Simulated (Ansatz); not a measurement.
C$_{2}$H$_{6}$MoS$_{2}$, SMILES `[CH3][Mo]([CH3])(=[S])=[S]`, 11 atoms. The species carries charge 0 and has multiplicity 1. Correlated methods include outer-core shells of Mo, which these sets cover unevenly. Mo takes the def2 core potential. All runs use 4 threads of an Arm Neoverse V2 on a shared host. Correlated methods freeze the cores.

Q: Give the basis size and wall time and peak host memory of each of these runs in Ansatz. RKS ωB97M-V/def2-QZVPP energy; RKS PBE0-D4/def2-TZVP relaxation (5 steps); RHF-CCSD(T)/def2-SVP energy; RKS PBE0-D4/def2-TZVP frequencies; RKS r2SCANh-D4/def2-TZVPP energy; RKS PBE0-D4/def2-QZVPP energy; RKS BLYP-D4/def2-TZVPP energy; RKS CAM-B3LYP-D4/def2-TZVPP energy; direct RPA on PBE orbitals/def2-TZVPP energy; RHF-MP2/def2-QZVPP energy; RHF-CCSD(T)/def2-TZVPP energy; RKS PBE0-D4/def2-SVP energy. (Estimate.)

A: Ansatz gave: Other jobs shared the machine, so times are rough.

```csv
level,job,functions,wall time,peak host memory (GiB)
RKS PBE0-D4/def2-SVP,energy,125,1.4 s,0.34
RKS BLYP-D4/def2-TZVPP,energy,286,3.3 s,0.46
RKS CAM-B3LYP-D4/def2-TZVPP,energy,286,5.5 s,1
direct RPA on PBE orbitals/def2-TZVPP,energy,286,8 s,0.81
RKS r2SCANh-D4/def2-TZVPP,energy,286,8.5 s,0.93
RKS PBE0-D4/def2-QZVPP,energy,515,11 s,2.3
RHF-CCSD(T)/def2-SVP,energy,125,17 s,0.83
RKS PBE0-D4/def2-TZVP,relaxation (5 steps),212,26 s,0.67
RKS ωB97M-V/def2-QZVPP,energy,515,27 s,2.8
RHF-MP2/def2-QZVPP,energy,515,40 s,3.7
RKS PBE0-D4/def2-TZVP,frequencies,212,3.3 min,0.69
RHF-CCSD(T)/def2-TZVPP,energy,286,7.8 min,8.8
```
